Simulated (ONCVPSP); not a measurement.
**Logarithmic derivatives: tin, ONCV**

tin (Sn), optimised norm-conserving Vanderbilt (ONCV), made with ONCVPSP 4.0.1 (PBEsol, non-relativistic). Core [Kr], reference 4d10 5s2 5p1.5 (charge +0.5). Waves: 5s: rc 2.15 bohr, ncon 4, nbas 8, qcut 2.9 1/bohr, 2 projectors, debl 1.8 Ha; 5p: rc 2.35 bohr, ncon 4, nbas 8, qcut 4.2 1/bohr, 2 projectors, debl 1 Ha; 4d: rc 1.05 bohr, ncon 3, nbas 7, qcut 8.2 1/bohr, 2 projectors, debl 2.7 Ha. Local part: polynomial inside 0.75 bohr (lpopt 5, dvloc0 6 Ha). Core correction: none.

The phase is arctan(r·R′/R) of the radial function R(r), unwrapped; energies in Ha, scanned from -3 to 5 Ha. A pole is an energy at which the radial function vanishes at the test radius. The pseudo phase is shifted by a multiple of π to meet the all-electron one at the reference energy, and phase errors are pseudo minus all-electron; the curves can meet again beyond the range given. Levels narrower than the energy grid can be missing from the lists of poles.

Question: For each channel, where are the poles, and over which energies does the pseudopotential scatter like the atom?

Answer:

```json
{"channel": "s", "radius (bohr)": "2.18", "reference energy (Ha)": "-0.49", "poles, all-electron": "1.18", "poles, pseudo": "1.18, 2.38", "unbroken range about the reference energy with phases within 0.05 rad": "below 2.2", "phase error 1 Ha above the reference energy (rad)": "-0.000"}
{"channel": "p", "radius (bohr)": "2.39", "reference energy (Ha)": "-0.25", "poles, all-electron": "1.26", "poles, pseudo": "1.26, 4.37", "unbroken range about the reference energy with phases within 0.05 rad": "below 2.5", "phase error 1 Ha above the reference energy (rad)": "+0.000"}
{"channel": "d", "radius (bohr)": "1.06", "reference energy (Ha)": "-1.14", "poles, all-electron": "3.21", "poles, pseudo": "3.21", "unbroken range about the reference energy with phases within 0.05 rad": "the whole range", "phase error 1 Ha above the reference energy (rad)": "-0.000"}
```

Note: ghosts flagged at negative energy: s at -373.0 eV, p at -151.2 eV; GHOST(+) flagged for s at 64.2 eV. A true bound ghost makes a file unfit for plane-wave use.

Phases in the p channel:

```csv
E (Ha),all-electron,pseudo
-2.98,1.348,1.336
-2.54,1.310,1.305
-2.10,1.262,1.259
-1.66,1.186,1.184
-1.22,1.039,1.037
-0.78,0.645,0.644
-0.34,-0.464,-0.464
0.10,-1.175,-1.175
0.54,-1.407,-1.407
0.98,-1.520,-1.520
1.42,-1.597,-1.597
1.86,-1.667,-1.671
2.30,-1.753,-1.773
2.74,-1.906,-2.035
3.18,-2.374,-3.707
3.62,-3.805,-4.485
4.06,-4.349,-4.646
4.50,-4.507,-4.738
4.94,-4.583,-4.835
```
